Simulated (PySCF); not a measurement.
Q: What does the LC-wPBE/def2-SV(P) structure of InChI=1S/C7H10/c1-3-5-7-6-4-2/h3-7H,1H2,2H3/b6-4+,7-5+ look like in three dimensions?

A: 
Z-matrix in Å and degrees, rows numbered from 1:
```
C 
C   1  1.3347
C   2  1.4608  1  124.48
C   3  1.3408  2  123.97  1   179.94
C   4  1.4595  3  124.53  2  -179.96
C   5  1.3370  4  123.96  3   179.88
C   6  1.4944  5  125.27  4  -179.97
H   1  1.0947  2  121.51  3  -179.99
H   1  1.0964  2  121.36  3     0.05
H   2  1.0972  1  119.30  3   179.96
H   3  1.0975  2  116.77  1    -0.05
H   4  1.0978  3  118.93  2    -0.01
H   5  1.0979  4  116.64  3    -0.12
H   6  1.0986  5  118.29  4    -0.02
H   7  1.1012  6  111.52  5    -0.18
H   7  1.1036  6  111.03  5  -120.87
H   7  1.1037  6  111.01  5   120.49
```

Of the pairs four or more bonds apart, H13···H15 is among the closest relative to their van der Waals radii: 2.44 Å, 102 % of the sum of Bondi's values. The 7 heavy atoms lie in one plane (0.001 Å rms). The 6 C–C bonds span 1.335 Å (C1=C2, drawn double) to 1.494 Å (C6–C7, drawn single), a spread of 0.159 Å.

Level of theory: PySCF, LC-wPBE/def2-SV(P) geometry optimisation, gas phase.

Point group: Cs (every atom within 0.08 Å of its image). No LC-wPBE/def2-SV(P) frequencies stand behind this structure, so it isn't proved a minimum. One conformer, not necessarily the lowest (C1–C2–C3–C4 180°, C3–C4–C5–C6 180°).
